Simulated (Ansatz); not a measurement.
One change: `BC[O][AlH][Cl]` becomes `BCO`.

Ansatz, PBE0-D4/def2-TZVP geometries, multiplicity 1. Each molecule was computed in one conformer, which needn't be the lowest.

| property | `BC[O][AlH][Cl]` |
| --- | --- |
| HOMO energy (PBE/def2-TZVPP) / eV | -6.66 |
| size of the dipole moment (B3LYP/def2-TZVPP) / D | 1.14 |
| HOMO–LUMO gap (ωB97M-V/def2-TZVPP) / eV | 10.91 |
| HOMO energy (PBE0/def2-TZVPP) / eV | -8.11 |
| LUMO energy (PBE/def2-TZVPP) / eV | -2.56 |
| size of the dipole moment (ωB97M-V/def2-TZVPP) / D | 1.13 |

Q: Give the same properties after the change, and the shifts. (An estimate is asked.)

A: The calculation gave: 
```tsv
property	`BCO`	shift
HOMO energy (PBE/def2-TZVPP) / eV	-6.94	-0.28
size of the dipole moment (B3LYP/def2-TZVPP) / D	2.59	1.45
HOMO–LUMO gap (ωB97M-V/def2-TZVPP) / eV	12.37	1.46
HOMO energy (PBE0/def2-TZVPP) / eV	-8.33	-0.22
LUMO energy (PBE/def2-TZVPP) / eV	-0.86	1.70
size of the dipole moment (ωB97M-V/def2-TZVPP) / D	2.61	1.48
```

With PBE0 the HOMO falls by 0.22 eV and the LUMO rises by 1.63 eV, so the gap widens by about 1.85 eV. PBE moves the HOMO by -0.28 eV and ωB97M-V by -0.22 eV. Dipoles are sizes alone; their direction can turn.

B3LYP here is the variant with VWN-RPA as its local correlation; programs differ in this.
